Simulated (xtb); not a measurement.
Ta(S)(Cl)(NH2)2 (ClH4N2STa), SMILES [NH2][Ta]([NH2])(=[S])[Cl], multiplicity 1. All values are semi-empirical tight-binding results from xtb (GFN2-xTB unless named), good for trends rather than for accurate numbers. Coordinates come from a GFN2-xTB optimisation. The spin state was assumed, not searched. The structure was generated by enumeration; whether it is a known compound was not checked. One conformer was computed; it need not be the lowest.

For metal compounds this method's bond lengths and energies can be far off.

Computed properties:
- point group as xtb finds it = Cs
- orbital gap = 2.18 eV
- zero-point energy = 30.8 kcal/mol
- G − E(el) at 298.15 K (modified RRHO) = 8.2 kcal/mol
